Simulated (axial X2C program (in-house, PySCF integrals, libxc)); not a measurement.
# Correcting the dissociation energy of AgSn⁺ for spin–orbit coupling

A spin-free PBE0 curve (one-electron X2C) was computed with an in-house all-electron X2C program for linear molecules (integrals from PySCF), basis Sn dyall-v3z [11s12p9d1f], Ag dyall-v3z [12s12p8d3f2g] (cores contracted in-house), for the state M_S = 0, Λ = 0 (closed shell). It gives D0 = 2.274 eV to Sn+ + Ag, which in a spin-free picture are the weighted means of the ground terms.

Measured levels of the ground terms (NIST Handbook of Basic Atomic Spectroscopic Data), in cm⁻¹: Sn+ 2P: J = 1/2 at 0, J = 3/2 at 4251.5; Ag 2S: J = 1/2 at 0.

The molecular state has Λ = 0, so it has no first-order lowering.

Task: How far does each ground level lie under the (2J+1)-weighted mean of its term?

Result: Sn+: (2 × 0 + 4 × 4251.5)/6 = 2834 cm⁻¹; Ag: a single level, 0.

Task: Correct D0.

Result: D0 = 2.274 + (0 − 2834)/8065.5 = 1.923 eV at PBE0 with these spin–orbit terms.

Second-order spin–orbit effects in the molecule, which grow quickly with Z, are left out. Occupations by symmetry block were frozen at the best pattern of an incomplete PBE0 search. De is counted from the lowest determinant-based energies of the atoms at the same level, without counterpoise correction.
